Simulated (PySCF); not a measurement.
## Building multiplets from coupling constants

Cartesian coordinates in Å; atom numbers follow the order of the lines, from 1:
```xyz
15

C    -1.8955   -0.9864   -0.0772
C    -0.4416   -0.6852    0.0199
C     0.0931    0.5479   -0.0529
O     1.4148    0.8665    0.0386
C     2.3398   -0.1728    0.2391
C    -0.7511    1.7322   -0.2529
O    -1.9308    1.8025   -0.3668
F    -0.0136    2.8718   -0.3061
H    -2.4414   -0.5137    0.7385
H    -2.3173   -0.5861   -0.9977
H    -2.0633   -2.0587   -0.0415
H     0.2137   -1.5313    0.1634
H     3.3136    0.3101    0.2905
H     2.3291   -0.8844   -0.5930
H     2.1460   -0.7044    1.1763
```

[PySCF: couplings computed with B3LYP/pcJ-1 (spin–dipole term only in couplings to heteroatoms); geometry from GFN2-xTB; shielding tensors at PBE0/pcSseg-1 (GIAO); a single conformation; non-relativistic; equivalent nuclei averaged; no solvent model]

References, each an isolated molecule treated in the same way: 13C and 1H against TMS; CFCl3 for 19F.

Spectrometer: 400 MHz for 1H. First-order analysis; couplings under 1 Hz (under 4 Hz in carbon signals) are ignored, and nearly equal couplings are merged; the smaller ones broaden or split the lines further.

(1) What pattern does C2 show in the proton-coupled 13C spectrum?

(2) What pattern does F8 show (19F)?

(3) What pattern does H12 show (1H)?

(4) What pattern does C5 show in the proton-coupled 13C spectrum?

Results:

(1) A doublet of doublets of quartets at δ 125.0: 161.5 Hz to H12 (1 × 1H, 1 bond away), 12.3 Hz to F8 (1 × 19F, 3 bonds away), 7.8 Hz to H9/H10/H11 (3 × 1H, 2 bonds away). Lines in Hz from the centre (relative intensity): +98.6 (1), +90.8 (3), +86.3 (1), +83.0 (3), +78.5 (3), +75.2 (1), +70.7 (3), +62.9 (1), -62.9 (1), -70.7 (3), -75.2 (1), -78.5 (3), -83.0 (3), -86.3 (1), -90.8 (3), -98.6 (1). The outer lines are 197.2 Hz apart, the sum of the couplings kept, or 1.961 ppm at this field.

(2) A doublet at δ 34.8: 13.2 Hz to H12 (1 × 1H, 4 bonds away). Lines in Hz from the centre (relative intensity): +6.6 (1), -6.6 (1). The outer lines are 13.2 Hz apart, the sum of the couplings kept, or 0.035 ppm at this field.

(3) A doublet of quartets at δ 5.73: 13.2 Hz to F8 (1 × 19F, 4 bonds away), 8.5 Hz to H9/H10/H11 (3 × 1H, 3 bonds away). Lines in Hz from the centre (relative intensity): +19.4 (1), +10.8 (3), +6.2 (1), +2.4 (3), -2.4 (3), -6.2 (1), -10.8 (3), -19.4 (1). The outer lines are 38.7 Hz apart, the sum of the couplings kept, or 0.097 ppm at this field.

(4) A quartet at δ 55.7: 148.4 Hz to H13/H14/H15 (3 × 1H, 1 bond away). Lines in Hz from the centre (relative intensity): +222.6 (1), +74.2 (3), -74.2 (3), -222.6 (1). The outer lines are 445.2 Hz apart, the sum of the couplings kept, or 4.426 ppm at this field.

Unscaled 3J(H,H) at this level run about 10 % above measured values.
